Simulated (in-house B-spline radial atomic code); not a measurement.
Configurations of Cl4+, with energies counted from [Ne] 3s2 3p1. Computed with a B-spline radial code for spherical atoms: scalar-relativistic (X2C) B97-1, spin-polarised, spherical fractional occupations, exact exchange averaged over the configuration, Fermi nucleus of rms radius 3.3654 fm. Shells without spins written out take the highest spin.

Occupations are held fixed; configurations that lie above the ionisation limit could autoionise.

```
           configuration  E - E(ref) (eV)  highest orbital  its <r> (bohr)
            [Ne] 3s1 3p2           10.732            3p up           1.431
            [Ne] 3s2 4d1           42.577            4d up           3.575
        [Ne] 3s1 3p1 4s1           43.775            4s up           2.878
[He] 2s2 2p5 3s2 3p1 4d1           252.28            4d up           3.404
[He] 2s2 2p5 3s2 3p1 4f1           256.15            4f up           3.337
```

**Question.** Order these further configurations by energy, lowest first.
A. [Ne] 3s2 4s1
B. [Ne] 3s2 4f1
C. [Ne] 3s1 3p1 4f1
D. [Ne] 3s1 3p1 3d1
E. [Ne] 3s2 3d1

**Answer.** E (20.563 eV), D (31.417 eV), A (31.561 eV), B (45.576 eV), C (57.819 eV).
